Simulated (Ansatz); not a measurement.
Harmonic frequencies (cm⁻¹) at PBE0-D4/def2-TZVP from Ansatz: 32, 52, 67, 79, 122, 328, 380, 396, 467, 492, 519, 615, 632, 645, 858, 928, 934, 938, 941, 946, 1956, 2208, 2218, 2225, 2232, 2233, 2238.

Each molecule was computed in one conformer, which needn't be the lowest.

Problem. Which molecule is it?
A. `B1COCO1`
B. `OC#CCO`
C. `CCSC=O`
D. `[SiH3][S][GaH][SiH3]`

Solution. D.
